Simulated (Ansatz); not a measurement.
ZnF₂. Total charge 0; singlet. Geometry r2SCAN-D4/def2-TZVP.

```csv
atom,x (Å),y (Å),z (Å)
Zn1,0.000,0.000,0.000
F2,-1.287,-1.134,-0.191
F3,1.287,1.134,0.191
```

The 6-31G sets use Cartesian d functions. The structure comes from a short search, and lower isomers may exist.

Problem. Estimate the orbital energies around the gap (eV) in Ansatz with HF/6-31G, PBE-D4/def2-SVP, PBE-D4/def2-TZVP, r2SCAN-D4/def2-TZVPD, r2SCANh-D4/def2-TZVP.

Solution. 
```json
{"orbital": "HOMO−13", "HF/6-31G": "-106.69", "PBE-D4/def2-SVP": "-84.19", "PBE-D4/def2-TZVP": "-84.68", "r2SCAN-D4/def2-TZVPD": "-87.33", "r2SCANh-D4/def2-TZVP": "-89.33"}
{"orbital": "HOMO−12", "HF/6-31G": "-40.73", "PBE-D4/def2-SVP": "-26.94", "PBE-D4/def2-TZVP": "-28.31", "r2SCAN-D4/def2-TZVPD": "-29.85", "r2SCANh-D4/def2-TZVP": "-30.99"}
{"orbital": "HOMO−11", "HF/6-31G": "-40.40", "PBE-D4/def2-SVP": "-26.63", "PBE-D4/def2-TZVP": "-28.03", "r2SCAN-D4/def2-TZVPD": "-29.60", "r2SCANh-D4/def2-TZVP": "-30.73"}
{"orbital": "HOMO−10", "HF/6-31G": "-23.25", "PBE-D4/def2-SVP": "-13.04", "PBE-D4/def2-TZVP": "-13.74", "r2SCAN-D4/def2-TZVPD": "-14.12", "r2SCANh-D4/def2-TZVP": "-15.09"}
{"orbital": "HOMO−9", "HF/6-31G": "-23.25", "PBE-D4/def2-SVP": "-12.53", "PBE-D4/def2-TZVP": "-13.19", "r2SCAN-D4/def2-TZVPD": "-13.58", "r2SCANh-D4/def2-TZVP": "-14.70"}
{"orbital": "HOMO−8", "HF/6-31G": "-23.12", "PBE-D4/def2-SVP": "-12.53", "PBE-D4/def2-TZVP": "-13.19", "r2SCAN-D4/def2-TZVPD": "-13.58", "r2SCANh-D4/def2-TZVP": "-14.70"}
{"orbital": "HOMO−7", "HF/6-31G": "-23.12", "PBE-D4/def2-SVP": "-12.27", "PBE-D4/def2-TZVP": "-12.97", "r2SCAN-D4/def2-TZVPD": "-13.37", "r2SCANh-D4/def2-TZVP": "-14.51"}
{"orbital": "HOMO−6", "HF/6-31G": "-22.93", "PBE-D4/def2-SVP": "-12.27", "PBE-D4/def2-TZVP": "-12.97", "r2SCAN-D4/def2-TZVPD": "-13.37", "r2SCANh-D4/def2-TZVP": "-14.51"}
{"orbital": "HOMO−5", "HF/6-31G": "-15.84", "PBE-D4/def2-SVP": "-9.19", "PBE-D4/def2-TZVP": "-10.12", "r2SCAN-D4/def2-TZVPD": "-10.49", "r2SCANh-D4/def2-TZVP": "-11.09"}
{"orbital": "HOMO−4", "HF/6-31G": "-15.84", "PBE-D4/def2-SVP": "-9.14", "PBE-D4/def2-TZVP": "-9.86", "r2SCAN-D4/def2-TZVPD": "-10.11", "r2SCANh-D4/def2-TZVP": "-10.79"}
{"orbital": "HOMO−3", "HF/6-31G": "-15.69", "PBE-D4/def2-SVP": "-8.39", "PBE-D4/def2-TZVP": "-9.27", "r2SCAN-D4/def2-TZVPD": "-9.72", "r2SCANh-D4/def2-TZVP": "-10.41"}
{"orbital": "HOMO−2", "HF/6-31G": "-15.67", "PBE-D4/def2-SVP": "-8.39", "PBE-D4/def2-TZVP": "-9.27", "r2SCAN-D4/def2-TZVPD": "-9.72", "r2SCANh-D4/def2-TZVP": "-10.41"}
{"orbital": "HOMO−1", "HF/6-31G": "-15.21", "PBE-D4/def2-SVP": "-7.66", "PBE-D4/def2-TZVP": "-8.58", "r2SCAN-D4/def2-TZVPD": "-9.02", "r2SCANh-D4/def2-TZVP": "-9.74"}
{"orbital": "HOMO", "HF/6-31G": "-15.21", "PBE-D4/def2-SVP": "-7.66", "PBE-D4/def2-TZVP": "-8.58", "r2SCAN-D4/def2-TZVPD": "-9.02", "r2SCANh-D4/def2-TZVP": "-9.74"}
{"orbital": "LUMO", "HF/6-31G": "1.18", "PBE-D4/def2-SVP": "-2.39", "PBE-D4/def2-TZVP": "-2.92", "r2SCAN-D4/def2-TZVPD": "-2.61", "r2SCANh-D4/def2-TZVP": "-2.23"}
{"orbital": "LUMO+1", "HF/6-31G": "2.11", "PBE-D4/def2-SVP": "0.82", "PBE-D4/def2-TZVP": "-0.82", "r2SCAN-D4/def2-TZVPD": "-0.48", "r2SCANh-D4/def2-TZVP": "-0.15"}
{"orbital": "LUMO+2", "HF/6-31G": "2.11", "PBE-D4/def2-SVP": "0.82", "PBE-D4/def2-TZVP": "-0.82", "r2SCAN-D4/def2-TZVPD": "-0.48", "r2SCANh-D4/def2-TZVP": "-0.15"}
{"orbital": "LUMO+3", "HF/6-31G": "4.66", "PBE-D4/def2-SVP": "2.95", "PBE-D4/def2-TZVP": "1.39", "r2SCAN-D4/def2-TZVPD": "0.84", "r2SCANh-D4/def2-TZVP": "2.35"}
{"orbital": "LUMO+4", "HF/6-31G": "7.98", "PBE-D4/def2-SVP": "7.22", "PBE-D4/def2-TZVP": "3.24", "r2SCAN-D4/def2-TZVPD": "1.45", "r2SCANh-D4/def2-TZVP": "4.28"}
{"orbital": "LUMO+5", "HF/6-31G": "8.54", "PBE-D4/def2-SVP": "27.15", "PBE-D4/def2-TZVP": "4.27", "r2SCAN-D4/def2-TZVPD": "1.45", "r2SCANh-D4/def2-TZVP": "5.08"}
```
